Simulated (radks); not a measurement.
Results of a calculation; reference values are marked as such.
Task: The mean radii <r> (bohr) of the occupied orbitals of an atom or ion are listed with their occupations. Level of theory: Dirac Kohn-Sham, PBE, spin-unpolarised, spherical densities, point nucleus (a radial shooting solver on a logarithmic mesh with Libxc functionals).

| orbital | occ. | <r> |
|---|---|---|
| 1s1/2 | 2 | 0.02507 |
| 2s1/2 | 2 | 0.1059 |
| 2p1/2 | 2 | 0.08898 |
| 2p3/2 | 4 | 0.09488 |
| 3s1/2 | 2 | 0.2616 |
| 3p1/2 | 2 | 0.2487 |
| 3p3/2 | 4 | 0.2579 |

Name the element and its charge. Open shells, if any, are shared by 2j + 1.

Result: Z = 57, lanthanum, charge +39: La39+ in [Ar]. The 1s radius gives Z: for a bare nucleus <r> = (2 gamma + 1)/(2Z) with gamma = sqrt(1 - (Z/c)^2), 0.02473 bohr for Z = 57, and screening makes it slightly larger (0.02507 here). The occupations add up to 18, and the charge is Z minus that.
